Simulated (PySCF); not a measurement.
## Computed structure and properties of [Yb(BH4)2]+

System: [Yb(BH4)2]+ (singlet in the valence; each metal's 4f electrons, 13 of them, lie in its core potential, out of spins and levels); start: template (C2). Method: PySCF 2.14.0, RKS PBE0, Yb lcecp-1-SVP with ECP59, B def2-SVP, H def2-SVP; non-relativistic Hamiltonian with scalar-relativistic core potentials where named; density fitting; no spin-orbit coupling.

Input of the relaxation:

```python
mol = gto.M(atom='''
Yb    -0.00000     0.00000    -0.14530
B      2.20490     0.00000     0.84150
H      3.30030     0.00000     1.33170
H      1.48480    -0.83350     1.43240
H      2.29040    -0.30510    -0.36770
H      1.70070     1.13860     0.95000
B     -2.20490     0.00000     0.84150
H     -3.30030     0.00000     1.33170
H     -1.48480     0.83350     1.43240
H     -2.29040     0.30510    -0.36770
H     -1.70070    -1.13860     0.95000''',
    basis={'Yb': 'lcecp-1-SVP', 'B': 'def2-SVP', 'H': 'def2-SVP'},
    ecp={'Yb': 'lcecp-1-SVP'},
    charge=1, spin=0)
mf = dft.RKS(mol, xc='PBE0')
mf.grids.atom_grid = (50, 194)  # f atoms: unpruned, at least (60, 302)
mf = mf.density_fit()  # fitting sets: Yb AutoAux, B def2-universal-JKFIT, H def2-universal-JKFIT
mf.conv_tol = 1e-08; mf.max_cycle = 55
mf.kernel(dm0)  # dm0: converged density of the start geometry
# quasi-Newton relaxation in Cartesian coordinates to a largest gradient under 0.00045 Eh/bohr, steps kept in the point group
```

Run from Python with OMP_NUM_THREADS=2; the lines above give its settings. Where DIIS fails, smearing, a level shift and second-order steps follow.
It took 38 s on 2 threads of Arm Neoverse V2 (shared host), from the converged density of the start.

Course of the relaxation:

```tsv
step	energy above end (eV)	largest force component within the symmetry (eV/Å)
0	0.4933	1.718
1	0.3235	1.359
2	0.0596	0.306
3	0.0374	0.244
4	0.0282	0.219
5	0.0236	0.150
6	0.0184	0.107
7	0.0076	0.133
8	0.0039	0.133
9	0.0008	0.084
10	0.0001	0.033
11	0.0000	0.031
12	0.0000	0.014
```

Relaxed geometry (C2):

```xyz
11

Yb    0.0001   -0.0001   -0.2404
B     2.0275   -0.0259    0.8767
H     3.0361   -0.0312    1.5204
H     1.2089   -0.9434    1.2014
H     2.1679   -0.1550   -0.3718
H     1.3415    1.0379    1.0089
B    -2.0275    0.0259    0.8766
H    -3.0359    0.0313    1.5205
H    -1.2088    0.9433    1.2012
H    -2.1681    0.1551   -0.3718
H    -1.3416   -1.0380    1.0087
```

| contact | Å |
| --- | --- |
| Yb1–H4 (BH4) | 2.105 |
| Yb1–H9 (BH4) | 2.105 |

On the finer grid (75, 302):

The HOMO is -14.18 eV. The LUMO is -7.87 eV, the dipole about the centre of mass is 3.70 D and the set of Mulliken populations of Yb1 outside the core potential is s 2.44, p 6.41, d 1.21, f 0.03. The D3(BJ) dispersion energy (not in the energies) is -0.175 eV.

```csv
atom,Mulliken (e),Löwdin (e),spin (e)
Yb1,0.91,0.96,0.00
B2,-0.10,-0.22,0.00
H3,0.10,0.04,0.00
H4,0.03,0.07,0.00
H5,-0.01,0.05,0.00
H6,0.03,0.07,0.00
B7,-0.10,-0.22,0.00
H8,0.10,0.04,0.00
H9,0.03,0.07,0.00
H10,-0.01,0.05,0.00
H11,0.03,0.07,0.00
```

The 4f levels lie in the core potential and are missing. Their spin isn't counted.

On the grid (50, 194), as all that follows. Harmonic modes: a minimum within the noise of the softest modes; lowest -15 cm⁻¹ (negative: unstable), highest 2724 cm⁻¹, zero-point energy 2.156 eV.

Taking off one BH4 (charge -1, singlet; the rest: singlet) in vacuum, both parts rigid, costs 14.22 eV; the small basis without counterpoise inflates it. Most of it is the attraction of opposite charges; other ways to part are cheaper, and one spin state was tried for the rest.

Rigid scan of BH4 along the line from its metal:

| distance to B2 (Å) | energy (eV) |
| --- | --- |
| 2.01 | 1.187 |
| 2.11 | 0.468 |
| 2.21 | 0.104 |
| 2.31 | 0.000 |
| 2.41 | 0.081 |
| 2.51 | 0.291 |
| 2.71 | 0.933 |
| 3.01 | 2.089 |
| 3.41 | 3.533 |
| 3.91 | 4.928 |

One start shape was tried, so this needn't be the lowest isomer.

An lcecp potential fixes the number of 4f electrons, so in runs with it no electron can move into or out of that shell.
